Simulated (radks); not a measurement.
Question: The gadolinium ion Gd4+, configuration [Xe] 4f6. Method: Dirac Kohn-Sham, BLYP, spin-unpolarised, spherical densities, point nucleus; open shells fill j = l - 1/2 first; computed with a radial shooting solver on a logarithmic mesh with Libxc functionals. Some entries of the table are withheld. Estimate them.

| orbital | occ. | eigenvalue (Ry) | <1/r> (bohr^-1) | r(max) (bohr) |
|---|---|---|---|---|
| 1s1/2 | 2 | -3682.525 | 71.68 | 0.01391 |
| 2s1/2 | 2 | -610.5540 | 17.10 | 0.07917 |
| 2p1/2 | 2 | -579.9023 | 17.08 | 0.05981 |
| 2p3/2 | 4 | -528.7412 | 15.09 | 0.06563 |
| 3s1/2 | 2 | -138.0234 | 6.231 | 0.2245 |
| 3p1/2 | 2 | -124.7472 | (1) | 0.2117 |
| 3p3/2 | 4 | -114.2559 | (2) | 0.2240 |
| 3d3/2 | 4 | -91.33459 | 5.520 | 0.1780 |
| 3d5/2 | 6 | -89.04931 | 5.395 | 0.1815 |
| 4s1/2 | 2 | -30.49336 | 2.610 | 0.5156 |
| 4p1/2 | 2 | -25.32202 | 2.505 | 0.5198 |
| 4p3/2 | 4 | -22.97177 | 2.334 | 0.5458 |
| 4d3/2 | 4 | -14.44756 | (3) | 0.5530 |
| 4d5/2 | 6 | -14.02048 | (4) | 0.5614 |
| 5s1/2 | 2 | -6.67045 | 1.034 | 1.179 |
| 5p1/2 | 2 | -5.17262 | 0.9304 | (5) |
| 5p3/2 | 4 | -4.80661 | 0.8734 | (6) |
| 4f5/2 | 6 | -3.93792 | 1.598 | 0.5571 |
| 4f7/2 | 0 | -3.87754 | 1.582 | 0.5616 |
| 5d3/2 | 0 | -2.76452 | 0.6557 | 1.675 |
| 5d5/2 | 0 | -2.72290 | 0.6448 | 1.702 |
| 6s1/2 | 0 | -2.38102 | 0.4521 | 2.710 |
| 6p1/2 | 0 | (7) | 0.4057 | 3.034 |
| 6p3/2 | 0 | (8) | 0.3908 | 3.155 |

Answer: 
(1) 3p1/2 <1/r> (bohr^-1): 6.145
(2) 3p3/2 <1/r> (bohr^-1): 5.642
(3) 4d3/2 <1/r> (bohr^-1): 2.120
(4) 4d5/2 <1/r> (bohr^-1): 2.078
(5) 5p1/2 r(max) (bohr): 1.271
(6) 5p3/2 r(max) (bohr): 1.340
(7) 6p1/2 eigenvalue (Ry): -1.96480
(8) 6p3/2 eigenvalue (Ry): -1.88476
